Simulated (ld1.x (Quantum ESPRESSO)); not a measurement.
# nitrogen: excitation energies, all-electron against TM

- Element: N (Z = 7)
- Generator: ld1.x (Quantum ESPRESSO) 7.5
- Type: norm-conserving Troullier–Martins (Kleinman–Bylander form)
- Functional: PBE
- Relativity: fully relativistic
- Frozen core: [He]
- Valence charge: 5
- Reference configuration: 2s2 2p3
- Partial waves: 2s (bound): rc 0.75 bohr; 2p (bound): rc 1.85 bohr
- Local potential: all-electron potential smoothed inside 1.60 bohr (lloc = -1)
- Core correction: Bessel-smoothed model core inside 0.65 bohr

Open shells are filled in proportion to 2j + 1 (rel_dist='average').

Energies are relative to the spin-unpolarised reference configuration 2s2 2p3; without spin polarisation the order of configurations can differ from experiment.

```
valence configuration  charge  ΔE all-electron (eV)  error AE − PS (meV)
              2s2 2p0      +3                89.528                +1130
              2s1 2p4       0                11.508                 +1.1
              2s1 2p3      +1                25.372                  -55
            2s2 2p2.5    +0.5                 5.093                 +2.4
            2s2 2p3.3    -0.3                -1.619                  0.0
```

(1) What are ΔE and the potential's error for 2s2 2p1?

(2) What are ΔE and the potential's error for 2s2 2p2?

Levels in the configuration 2s2 2p0:

| level | all-electron (eV) | pseudo (eV) |
| --- | --- | --- |
| 2s j=1/2 | -68.124 | -67.468 |

Answers

(1) ΔE = 42.445 eV all-electron; the error (AE − PS) is +242 meV.

(2) ΔE = 13.591 eV all-electron; the error (AE − PS) is +21 meV.
